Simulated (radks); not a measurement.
Species: the silicon ion Si6+. Configuration: [He] 2s2 2p4.

Calculated with a radial shooting solver on a logarithmic mesh with Libxc functionals: non-relativistic Kohn-Sham, PBE, spin-polarised, spherical densities, point nucleus; open shells are filled with parallel spins first.

Energy parts (hartree):
| part | energy |
|---|---|
| total | -271.72806 |
| kinetic | 271.47167 |
| electron-nucleus | -606.28594 |
| Hartree | 79.96228 |
| exchange-correlation | -16.87607 |

Orbitals (lengths in bohr, moments of r in powers of bohr; r(max) is where P^2 peaks; r(90%) holds 90 % of the orbital's charge):
orbital  occ.  eigenvalue (hartree)     <r>   r(max)    <r^2>  r(90%)
1s up       1             -71.42561  0.1116  0.07298  0.01674   0.199
1s down     1             -71.28921  0.1114  0.07292  0.01668   0.199
2s up       1             -10.04934  0.5321   0.4394   0.3345   0.827
2s down     1              -9.77633  0.5374   0.4420   0.3415   0.836
2p up       3              -8.59695  0.4828   0.3659   0.2873   0.794
2p down     1              -8.29064  0.4899   0.3695   0.2965   0.808

The highest occupied level is 2p down at -225.60 eV. The spin density at the nucleus is -0.368 e/bohr^3 (1s -2.146, 2s 1.778), a Fermi contact field of -19.3 T.
